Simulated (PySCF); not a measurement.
# Dipole response of Mo(37+) (molybdenum, charge +37)

[He] 2s2 2p1, 2P determinant. Computed with PySCF 2.14 in an even-tempered Gaussian basis (17 s from 13 bohr⁻², ratio 2.2; 10 p from 17 bohr⁻², ratio 2.2; 6 d from 68 bohr⁻², ratio 2.4; 5 f from 100 bohr⁻², ratio 2.4; 4 g from 150 bohr⁻², ratio 2.4), with no relativity, point nucleus. Coupled (time-dependent) response in atomic units; α is the mean over directions.

```tsv
method	mean α (bohr³)	α xx, yy, zz	C₆ (like pair)	S(−4)
UHF	0.003320	0.003669, 0.002622, 0.003669	4.591e-05	0.0001383
PBE0	0.003212	0.003570, 0.002496, 0.003570	4.365e-05	0.0001270
```

S(−4) is the Cauchy moment in α(ω) = α(0) + S(−4) ω² + …

Spin-orbit coupling is absent.

α(iu) at UHF:

```
u (hartree)  α(iu) (bohr³)
          0       0.003320
      0.600       0.003271
       1.20       0.003135
       2.40       0.002699
       3.60       0.002209
       4.80       0.001775
       6.00       0.001429
       9.00      0.0008842
       12.0      0.0006074
       18.0      0.0003654
       30.0      0.0002199
```

A single London oscillator, α(iu) = α/(1 + u²/ω²), gives C₆ = (3/4) ω α². Matching the computed C₆ needs ω = 4 × 4.591e-05 / (3 × 0.003320²) = 5.55 hartree.

For an ion, C₆ is the dispersion term alone; charge-induced terms of lower order in 1/R come first.

The components differ because the open shell of this determinant is not spherical; for a pure term their mean is the scalar polarisability.

A non-relativistic calculation at this Z misses sizeable relativistic shifts. Spin-orbit coupling, absent here, splits the open shell strongly.
